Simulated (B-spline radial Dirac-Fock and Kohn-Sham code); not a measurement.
**Photoelectron lines of Ge⁴⁺ at 3190 eV**

System: the Ge⁴⁺ ion, [Ar] 3d10.

Input file task.json (cfg lists n, l and occupation; rrms is the nuclear radius in fm):

```json
{"items": [{
  "Z": 32,
  "q": 4,
  "cfg": [[1, 0, 2], [2, 0, 2], [2, 1, 6], [3, 0, 2], [3, 1, 6], [3, 2, 10]],
  "A": 74,
  "rrms": 4.0742,
  "do": ["binding", "quiet", "photo", "scan"],
  "hv": [40.81, 46.2, 60, 85.5, 94.9, 600, 1870.0, 2000, 2310.0, 3190.0, 12000, 15000, 17479.3, 80000, 97700.0, 150000.0]
}]}
```

Command: `python xray_run.py task.json out`

Model: a relativistic central-field model (Hartree-Slater potential of the initial state, Latter tail, multipole expansion of the photon field, Dirac-Fock thresholds). Program: a B-spline atomic structure program. The asymmetry parameter β is from the dipole term alone. Kinetic energies are from the vacuum level.

| subshell | electrons | binding (eV) | kinetic (eV) | σ (kb) | β |
| --- | --- | --- | --- | --- | --- |
| 2s | 2 | 1479.3 | 1710.7 | 24.0 | 2.00 |
| 2p1/2 | 2 | 1310.8 | 1879.2 | 21.7 | 1.41 |
| 2p3/2 | 4 | 1279.5 | 1910.5 | 40.9 | 1.43 |
| 3s | 2 | 245.3 | 2944.7 | 3.87 | 2.00 |
| 3p1/2 | 2 | 189.0 | 3001.0 | 2.53 | 1.36 |
| 3p3/2 | 4 | 184.7 | 3005.3 | 4.74 | 1.38 |
| 3d3/2 | 4 | 88.72 | 3101.3 | 0.507 | 0.77 |
| 3d5/2 | 6 | 88.16 | 3101.8 | 0.732 | 0.76 |

Branching ratios of the spin-orbit partners (statistical value in brackets): 2p 1.88 (2.00), 3p 1.88 (2.00), 3d 1.44 (1.50).

Values without a named source are computed, but for edge energies of neutral atoms, which are taken from tables.
